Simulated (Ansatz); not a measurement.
Relaxation of FH3O2Si (7 atoms, charge 0, multiplicity 1), to a largest force component of 0.02 eV/Å in at most 40 steps.

Theory: RKS PBE-D4/def2-SVP (Ansatz 0.2.0).

```xyz
7
Properties=species:S:1:pos:R:3:forces:R:3
Si 0.000 0.000 0.000 -1.72 0.15 -0.19
H 0.000 0.000 1.460 0.20 -0.05 0.69
F 1.499 0.000 -0.529 1.05 0.11 -0.46
O -0.791 1.371 -0.559 -1.13 -0.68 -0.32
H -1.749 1.140 -0.782 1.50 0.40 0.23
O -0.791 -1.371 -0.559 -0.63 -0.51 1.30
H -1.246 -1.837 0.213 0.72 0.58 -1.25
```

Question: Where does it end, and by what steps?

Answer: The forces met the threshold. After 15 steps the energy has fallen by 0.245 eV; H7 moved furthest, 0.75 Å.

| step | energy less start (eV) | largest force component (eV/Å) | accepted |
| --- | --- | --- | --- |
| 0 | 0.0000 | 1.718 | yes |
| 1 | -0.1066 | 0.954 | yes |
| 2 | -0.1433 | 0.203 | yes |
| 3 | -0.1530 | 0.678 | yes |
| 4 | -0.1563 | 0.802 | yes |
| 5 | -0.1753 | 0.709 | yes |
| 6 | -0.1756 | 0.821 | yes |
| 7 | -0.0141 | 3.291 | no |
| 8 | -0.2012 | 0.107 | yes |
| 9 | -0.2144 | 0.319 | yes |
| 10 | -0.2349 | 0.195 | yes |
| 11 | -0.2386 | 0.184 | yes |
| 12 | -0.2436 | 0.038 | yes |
| 13 | -0.2445 | 0.038 | yes |
| 14 | -0.2448 | 0.027 | yes |
| 15 | -0.2448 | 0.007 | yes |

```xyz
7
Properties=species:S:1:pos:R:3
Si -0.185 0.021 0.174
H 0.155 0.226 1.606
F 1.220 -0.237 -0.626
O -0.947 1.395 -0.340
H -1.413 1.318 -1.192
O -1.176 -1.279 -0.143
H -0.732 -2.140 -0.235
```

Whether the end is a true minimum wasn't checked by a vibrational analysis.

Time of the run: 32 s on 1 thread of Arm Neoverse V1, on a shared host, peak memory 0.13 GiB.
